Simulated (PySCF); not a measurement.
Compound: BGeH6N.
Cartesian coordinates in Å at the PBE0-D3(BJ)/def2-SVP level; atoms count from 1:
```
atom  x, y, z in Å
B1     1.5731   -0.0467   -0.2614
N2     0.4547    0.0724    0.5664
Ge3   -1.3237    0.0022    0.0400
H4     1.4167   -0.2180   -1.4512
H5     2.6829    0.0218    0.2198
H6     0.6208    0.2143    1.5585
H7    -2.0455   -1.0772    0.8690
H8    -1.3235   -0.3435   -1.4525
H9    -1.9901    1.3668    0.2986
```

All values: CAM-B3LYP/def2-SVPD (PySCF, non-relativistic), on one gas-phase PBE0-D3(BJ)/def2-SVP geometry that isn't relaxed in the solvent. The solvent is an IEF-PCM continuum (cavity from Bondi-type radii × 1.2), and excitations are vertical TDDFT with non-equilibrium linear response and a frozen core. The model holds no explicit solvent molecules, cavitation or dispersion. Spin–orbit coupling is left out although an atom past zinc is present.

Gas-phase singlets (H = HOMO, L = LUMO):

| state | E (eV) | λ (nm) | f | leading configuration |
| --- | --- | --- | --- | --- |
| S1 | 6.891 | 180 | 0.000 | H-1→L+2 90% |
| S2 | 7.189 | 172 | 0.003 | H→L 75% |
| S3 | 7.748 | 160 | 0.265 | H→L+2 86% |
| S4 | 7.868 | 158 | 0.035 | H→L+1 69% |
| S5 | 8.059 | 154 | 0.007 | H-1→L 82% |

**Question.** Give the list for acetone (ε = 20.49), n² = 1.85.

**Answer.** 
```tsv
state	E (eV)	λ (nm)	f	leading configuration	change by rank (eV)
S1	6.885	180	0.000	H-1→L+1 96%	-0.006
S2	7.299	170	0.003	H→L 72%	+0.110
S3	7.521	165	0.351	H→L+1 93%	-0.227
S4	7.895	157	0.055	H→L+2 69%	+0.027
S5	8.256	150	0.007	H-1→L 82%	+0.197
```

**Question.** The ground-state energy changes by -0.083 eV from gas to acetone. By how much does the total energy of gas-phase S2 change?

**Answer.** E(S2) = E(S0) + excitation energy, so it changes by -0.083 + 0.110 = +0.027 eV: it isn't lowered at all, while the ground state is. This is the vertical state, with the slow part of the continuum still set for S0.

**Question.** How do the frontier levels move from gas to acetone?

**Answer.** 
| orbital | gas (eV) | solvent (eV) | change (eV) | Löwdin shares, gas | Löwdin shares, solvent |
| --- | --- | --- | --- | --- | --- |
| LUMO+2 | 1.14 | 1.36 | +0.22 | B1 46 %, N2 19 %, H4 12 %, H5 11 % | Ge3 46 %, H9 12 %, H7 12 %, H8 12 % |
| LUMO+1 | 1.12 | 1.09 | -0.03 | Ge3 46 %, H9 13 %, H7 11 %, H8 10 % | B1 49 %, N2 20 %, H4 13 %, H5 12 % |
| LUMO | 0.83 | 1.04 | +0.21 | Ge3 41 %, B1 20 %, H6 10 %, H7 8 % | Ge3 39 %, B1 27 %, H7 7 %, H9 7 % |
| HOMO | -9.72 | -9.56 | +0.16 | N2 50 %, Ge3 15 %, B1 13 %, H9 9 % | N2 48 %, Ge3 16 %, B1 13 %, H9 9 % |
| HOMO-1 | -10.10 | -10.13 | -0.03 | B1 36 %, H5 21 %, H4 18 %, N2 14 % | B1 35 %, H5 21 %, H4 17 %, N2 14 % |
| HOMO-2 | -11.24 | -11.02 | +0.22 | Ge3 40 %, H8 32 %, H7 11 %, H9 6 % | Ge3 40 %, H8 32 %, H7 11 %, N2 6 % |
| HOMO-3 | -11.76 | -11.56 | +0.20 | Ge3 35 %, N2 19 %, H9 19 %, H7 16 % | Ge3 34 %, N2 21 %, H9 19 %, H7 16 % |

The HOMO–LUMO gap goes from 10.55 to 10.60 eV. Rows go by rank; for LUMO, LUMO+1 and LUMO+2 the atom shares or the degeneracy differ between the runs, so the row needn't follow one orbital.
